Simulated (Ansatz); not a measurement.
Geometry optimisation, RKS LDA/6-31G* (Ansatz).

input.yaml

```yaml
crystal:
  periodic: [false, false, false]
  atoms:
    - { symbol: B, position_ang: [0.009926, 0.13491, 0.258688] }
    - { symbol: "N", position_ang: [0.010665, 0.269329, 1.72618] }
    - { symbol: H, position_ang: [-0.864915, 0.294315, 2.249655] }
    - { symbol: H, position_ang: [0.82733, 0.623205, 2.228202] }
    - { symbol: Cl, position_ang: [1.517196, 0.448408, -0.582369] }
    - { symbol: H, position_ang: [-1.011008, -0.062717, -0.335969] }
    - { symbol: F, position_ang: [0.313935, -2.357318, 0.450502] }
    - { symbol: H, position_ang: [0.35807, -1.906232, 1.27381] }
basis:
  gaussian: { orbitals: "6-31G*" }
hamiltonian:
  xc: lda
relax:
  f_tol: 0.03
  max_steps: 50
```

Launched with:

```bash
$ ansatz run input.yaml --threads 2 --pin off --max-ram 3072MiB --backend cpu --events-out ev --progress --plain --runs-dir out
```

**Question.** Where does it end, and by what steps?

**Answer.** The run converged. After 7 steps the energy has fallen by 0.196 eV; H8 moved furthest, 0.33 Å.

```json
{"step": "0", "energy less start (eV)": "0.0000", "largest force component (eV/Å)": "2.346", "accepted": "yes"}
{"step": "1", "energy less start (eV)": "-0.1575", "largest force component (eV/Å)": "0.805", "accepted": "yes"}
{"step": "2", "energy less start (eV)": "-0.1777", "largest force component (eV/Å)": "0.547", "accepted": "yes"}
{"step": "3", "energy less start (eV)": "-0.1917", "largest force component (eV/Å)": "0.153", "accepted": "yes"}
{"step": "4", "energy less start (eV)": "-0.1938", "largest force component (eV/Å)": "0.156", "accepted": "yes"}
{"step": "5", "energy less start (eV)": "-0.1953", "largest force component (eV/Å)": "0.053", "accepted": "yes"}
{"step": "6", "energy less start (eV)": "-0.1954", "largest force component (eV/Å)": "0.043", "accepted": "yes"}
{"step": "7", "energy less start (eV)": "-0.1955", "largest force component (eV/Å)": "0.022", "accepted": "yes"}
```

```xyz
8
Properties=species:S:1:pos:R:3
B 0.023 0.093 0.251
N 0.039 0.116 1.669
H -0.837 0.158 2.195
H 0.852 0.470 2.181
Cl 1.507 0.498 -0.595
H -1.003 -0.059 -0.350
F 0.306 -2.241 0.599
H 0.272 -1.590 1.318
```

The run took 7 s on 2 threads of AMD EPYC 7R43 64-Core Processor (Zen 3) (shared host), peak memory 0.17 GiB.
